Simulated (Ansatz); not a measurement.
A nudged elastic band was laid between two geometries of FH₃S₂Si (7 atoms, charge 0, multiplicity 1).

Theory: RKS PBE/def2-SVPD in Ansatz.

* movable images: 9
* climbing image: yes
* spring: 5.0 eV/Å²
* optimiser: quadratic models (default)
* start path: through a guess of the saddle point
* force threshold: 0.03 eV/Å
* iteration limit: 60
* end points: relaxed

First end point:

```xyz
7
Properties=species:S:1:pos:R:3
F -1.203 -1.311 0.088
Si 0.019 -0.206 -0.082
S 0.816 0.453 1.797
S -0.792 1.569 -0.973
H 1.062 -0.913 -0.887
H 1.765 -0.527 1.828
H -1.605 0.868 -1.817
```

Last end point:

```xyz
7
Properties=species:S:1:pos:R:3
F -1.755 -0.924 1.003
Si -0.879 -0.859 -0.441
S 1.215 0.130 1.135
S -1.460 1.211 -1.010
H 2.053 0.351 0.084
H 1.842 -1.041 1.452
H -0.956 1.064 -2.268
```

(1) Which bonds break or form, and what moves?

(2) Give the energies along the band, and the barrier.

(3) What is the geometry of the highest image?

(4) What are the harmonic wavenumbers there?

Results:

(1) Bonds broken: Si2–H5. Bonds formed: S3–H5. FH3S2Si becomes FHSSi + H2S.

(2) The forces met the threshold. The highest image is number 5 of 0 to 10, 218.9 kJ/mol above the first end and 71.5 kJ/mol above the last; the last end lies 147.3 kJ/mol above the first. A vibrational analysis at the climbing image gives one clearly imaginary mode, 791i cm⁻¹: a first-order saddle point. The orbitals stay closed-shell, which can raise the energy where a bond breaks towards radicals; this wasn't checked here.

```json
{"image": "0", "path coordinate (Å)": "0.00", "energy (kJ/mol)": "0.0", "Si2–H5 (Å)": "1.49", "S3–H5 (Å)": "3.02"}
{"image": "1", "path coordinate (Å)": "0.43", "energy (kJ/mol)": "1.1", "Si2–H5 (Å)": "1.49", "S3–H5 (Å)": "3.05"}
{"image": "2", "path coordinate (Å)": "0.86", "energy (kJ/mol)": "4.9", "Si2–H5 (Å)": "1.49", "S3–H5 (Å)": "2.95"}
{"image": "3", "path coordinate (Å)": "1.29", "energy (kJ/mol)": "49.5", "Si2–H5 (Å)": "1.48", "S3–H5 (Å)": "2.57"}
{"image": "4", "path coordinate (Å)": "1.73", "energy (kJ/mol)": "155.5", "Si2–H5 (Å)": "1.50", "S3–H5 (Å)": "2.12"}
{"image": "5", "path coordinate (Å)": "2.16", "energy (kJ/mol)": "218.9", "Si2–H5 (Å)": "1.65", "S3–H5 (Å)": "1.70"}
{"image": "6", "path coordinate (Å)": "2.69", "energy (kJ/mol)": "181.4", "Si2–H5 (Å)": "2.21", "S3–H5 (Å)": "1.39"}
{"image": "7", "path coordinate (Å)": "3.22", "energy (kJ/mol)": "157.8", "Si2–H5 (Å)": "2.78", "S3–H5 (Å)": "1.36"}
{"image": "8", "path coordinate (Å)": "3.76", "energy (kJ/mol)": "148.4", "Si2–H5 (Å)": "3.27", "S3–H5 (Å)": "1.36"}
{"image": "9", "path coordinate (Å)": "4.29", "energy (kJ/mol)": "147.8", "Si2–H5 (Å)": "3.27", "S3–H5 (Å)": "1.36"}
{"image": "10", "path coordinate (Å)": "4.82", "energy (kJ/mol)": "147.3", "Si2–H5 (Å)": "3.21", "S3–H5 (Å)": "1.36"}
```

(3) 
```xyz
7
Properties=species:S:1:pos:R:3
F -1.179 -1.356 0.638
Si -0.255 -0.497 -0.455
S 1.354 0.469 1.170
S -1.208 1.414 -0.862
H 1.375 -0.504 -0.225
H 1.404 -0.705 1.864
H -1.430 1.110 -2.175
```

(4) 791i, 83, 161, 185, 222, 297, 373, 493, 600, 747, 791, 937, 1541, 2601, 2607 cm⁻¹.

The run took 5.7 min on 2 threads of Arm Neoverse V1, with other jobs on the host, peak memory 0.17 GiB.
